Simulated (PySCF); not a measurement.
## CuBr: frontier orbitals

PBE0 at R = 2.185 Å; basis Cu cc-pVTZ-PP with ECP10, Br cc-pVTZ-PP with ECP10; scalar-relativistic core potentials; PySCF 2.14. State: ³Σ⁺ (triplet), unpaired electrons σ ↑↑, a second solution, started from another occupation. Only the outer orbitals are listed, counted within each symmetry, core potentials removing the inner ones.

```
spin  orbital  occ.  ε (eV)  on Cu (%)            main shells (%)
   α       4π     1  -13.20         98                    98 Cu d
   α       4π     1  -13.20         98                    98 Cu d
   α       2δ     1  -12.49        100                   100 Cu d
   α       2δ     1  -12.49        100                   100 Cu d
   α       8σ     1  -10.32         36           62 Br p, 29 Cu s
   α       5π     1   -8.38          6                    94 Br p
   α       5π     1   -8.38          6                    94 Br p
   α       9σ     1   -6.02         85  61 Cu s, 23 Cu p, 15 Br p
   α       6π     0   -0.80         97                    96 Cu p
   α       6π     0   -0.80         97                    96 Cu p
   β       4π     1  -12.64         97                    97 Cu d
   β       4π     1  -12.64         97                    97 Cu d
   β       2δ     1  -11.65        100                   100 Cu d
   β       2δ     1  -11.58        100                   100 Cu d
   β       7σ     1  -10.47         37  59 Br p, 20 Cu d, 13 Cu s
   β       5π     1   -8.25          6                    94 Br p
   β       5π     1   -8.25          6                    94 Br p
   β       8σ     0   -5.46         91   72 Cu d, 18 Cu s, 9 Br p
   β       9σ     0   -2.74         87  70 Cu s, 13 Br p, 13 Cu p
   β       6π     0    0.11         97                    98 Cu p
```

Question: Which are the highest filled and the lowest empty level, where do they sit, and how wide is the gap?

Answer: Highest filled α 9σ at -6.02 eV (in %: 61 Cu s, 23 Cu p, 15 Br p); lowest empty β 8σ at -5.46 eV (in %: 72 Cu d, 18 Cu s, 9 Br p); the gap at PBE0 is 0.56 eV.

```json
{
 "bond order (Mayer)": "1.12",
 "⟨S²⟩": "2.004",
 "charge on Cu (Mulliken, basis-dependent)": "0.23",
 "charge on Cu (Löwdin, basis-dependent)": "-0.04",
 "dipole moment (positive dipole means Cu(−)Br(+))": "-1.58 D"
}
```

Spin–orbit coupling is left out.
